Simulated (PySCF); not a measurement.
Zn(SH)(SMe) (CH4S2Zn), SMILES C[S][Zn][SH].

Geometry: PBE0-D3(BJ)/def2-SVP. The values are those of a single conformer.

Two levels are set side by side: PBE/def2-TZVP (PySCF) and PBE0/def2-TZVP (PySCF). Same geometry, gas phase. Differences are taken from unrounded values.

| quantity | PBE0 |
|---|---|
| orbital gap (eV) | 5.97 |
| highest occupied level (eV) | -6.89 |
| lowest empty level (eV) | -0.92 |
| dipole moment (D) | 1.61 |
| mean polarisability (bohr³) | 77.5 |

Question: What does PBE give, and how far is it from PBE0? (Estimate from the structure and the level; the computed values follow.)

Answer: 
| quantity | PBE | PBE minus PBE0 |
|---|---|---|
| orbital gap (eV) | 3.98 | -1.99 |
| highest occupied level (eV) | -5.72 | 1.16 |
| lowest empty level (eV) | -1.74 | -0.82 |
| dipole moment (D) | 1.60 | -0.01 |
| mean polarisability (bohr³) | 81.3 | 3.8 |

Without exact exchange PBE keeps part of each electron's self-repulsion, which lifts occupied levels and narrows the gap. PBE's more diffuse valence density responds more strongly to a field. Differences between two approximate levels are no errors against the true value.

Rough cost on one machine, each run with all the roots and properties that it gave: PBE0 against PBE within a factor of 2.
